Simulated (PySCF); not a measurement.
**[Ce(NH2)4]− relaxed at several levels**

Computed with PySCF 2.14.0, def2-SVP on the ligands, density fitting, scalar-relativistic core potentials, no spin-orbit coupling, vacuum. Each row is relaxed at its own level from the same template. Distances are means of the shortest metal–ligand contacts, charges and spins Mulliken's; removal energies are rigid, with the ligand's formal charge and no counterpoise, so too large; for an anion taken off a cation in vacuum most of it is the attraction of opposite charges, and multiply charged cations can part far more cheaply with an electron moved from ligand to metal. lcecp potentials hold a fixed number of 4f electrons in the core, out of states, spins and gaps.

```json
{"level": "PBE0", "basis on the metal": "lcecp-1-SVP with ECP47", "point group": "S4", "M–NH2 (Å)": "2.370", "charge on M (e)": "0.73", "removal of one NH2 (eV)": "5.00", "strongest infrared band, degenerate modes summed (cm⁻¹)": "436", "unstable modes (below −25 cm⁻¹)": "0"}
```

Q: What does the calculation give for TPSS, lcecp-1-SVP with ECP47?

A: point group: S4, M–NH2 (Å): 2.385, charge on M (e): 0.63, removal of one NH2 (eV): 4.95, unstable modes (below −25 cm⁻¹): not given.
```xyz
13

Ce    0.0003    0.0000    0.0000
N     1.4289    1.2996    1.3988
H     1.4207    1.4868    2.4112
H     2.2973    1.7427    1.0615
N    -1.4286   -1.3984    1.2996
H    -2.2963   -1.0599    1.7432
H    -1.4221   -2.4109    1.4866
N     1.4289   -1.2996   -1.3988
H     2.2973   -1.7427   -1.0615
H     1.4207   -1.4868   -2.4112
N    -1.4286    1.3984   -1.2996
H    -1.4221    2.4109   -1.4866
H    -2.2963    1.0599   -1.7432
```

Moved off a saddle point of the template and relaxed again: PBE0, TPSS. One start shape was tried for each, so a minimum needn't be the lowest isomer.
